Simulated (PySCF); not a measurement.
Peak assignment

Geometry:
| atom | x (Å) | y (Å) | z (Å) |
| --- | --- | --- | --- |
| C1 | 2.980 | -0.954 | 0.114 |
| O2 | 1.616 | -0.680 | 0.301 |
| B3 | 0.905 | 0.134 | -0.499 |
| C4 | -0.657 | 0.255 | -0.283 |
| O5 | -1.197 | 1.429 | -0.843 |
| C6 | -0.759 | 2.589 | -0.210 |
| C7 | -1.195 | -0.170 | 1.109 |
| C8 | -1.394 | -1.594 | 0.560 |
| C9 | -1.320 | -1.019 | -0.864 |
| H10 | 3.115 | -2.029 | -0.082 |
| H11 | 3.532 | -0.700 | 1.032 |
| H12 | 3.397 | -0.380 | -0.729 |
| H13 | 1.457 | 0.706 | -1.421 |
| H14 | -1.083 | 2.638 | 0.848 |
| H15 | 0.346 | 2.685 | -0.228 |
| H16 | -1.186 | 3.451 | -0.743 |
| H17 | -2.158 | 0.329 | 1.295 |
| H18 | -0.539 | -0.043 | 1.983 |
| H19 | -0.536 | -2.241 | 0.789 |
| H20 | -2.318 | -2.121 | 0.840 |
| H21 | -0.787 | -1.589 | -1.643 |
| H22 | -2.311 | -0.736 | -1.253 |

Single conformer, relativity neglected, equivalent nuclei averaged, no solvent. Shieldings: GIAO B3LYP/pcSseg-1; PBE0-D3(BJ)/def2-SVP geometry; PySCF 2.14.

References, each an isolated molecule treated in the same way: 13C, 1H against TMS.

(1) Assign these signals to the numbered atoms. 13C{1H} NMR (computed): δ 75.8, 63.3, 55.4, 32.1, 15.1.

(2) Assign these signals to the numbered atoms. 1H NMR (500 MHz, computed): δ 5.38 (br, 1H), 4.04 (s, 3H), 3.10 (s, 3H), 1.93 (m, 2H), 1.76 (m, 2H), 1.59 (m, 1H), 1.57 (m, 1H).

Results:

(1) 
| δ (ppm) | atoms | environment | reason |
| --- | --- | --- | --- |
| 75.8 | C4 | fully substituted sp3 carbon bonded to B and O | the inductive effect lowers its shielding |
| 63.3 | C1 | methyl carbon bonded to O | pulled downfield by the heteroatom |
| 55.4 | C6 | methyl carbon bonded to O | – |
| 32.1 | C7/C9 | sp3 CH2 in a ring | a saturated carbon with 2 carbon neighbours and no heteroatom attached |
| 15.1 | C8 | sp3 CH2 in a ring | – |

(2) 
| δ (ppm) | atoms | environment | reason |
| --- | --- | --- | --- |
| 5.38 | H13 | hydrogen on a boron bonded to C, O | – |
| 4.04 | H10/H11/H12 | hydrogen on a methyl carbon bonded to O | its carbon carries O, an electronegative neighbour |
| 3.10 | H14/H15/H16 | hydrogen on a methyl carbon bonded to O | – |
| 1.93 | H18/H21 | hydrogen on an sp3 CH2 in a ring | – |
| 1.76 | H17/H22 | hydrogen on an sp3 CH2 in a ring | – |
| 1.59 | H20 | hydrogen on an sp3 CH2 in a ring | far from electronegative atoms and π systems |
| 1.57 | H19 | hydrogen on an sp3 CH2 in a ring | – |

H20 and H19 lie closer than the usual error of such a calculation, so a measured spectrum could show them in the other order.

Hydrogens on boron are broadened and split by 11B (spin 3/2, 80 %) and 10B (spin 3). A carbon bonded to boron is broadened by the quadrupolar boron nucleus and is often missing from a measured spectrum. Shifts are as computed. Against solution values, carbons near 30 ppm lie about +2 ppm off and those near 130 ppm about +6 ppm. Of 1211 compounds with measured shifts, 218 miss one by over three times the rms of a fit or turn the order of signals round; such compounds aren't used in these exercises. Multiplicities follow the n + 1 count of equivalent neighbours, as no J values were calculated; m marks all less simple cases, F and P coupling included.
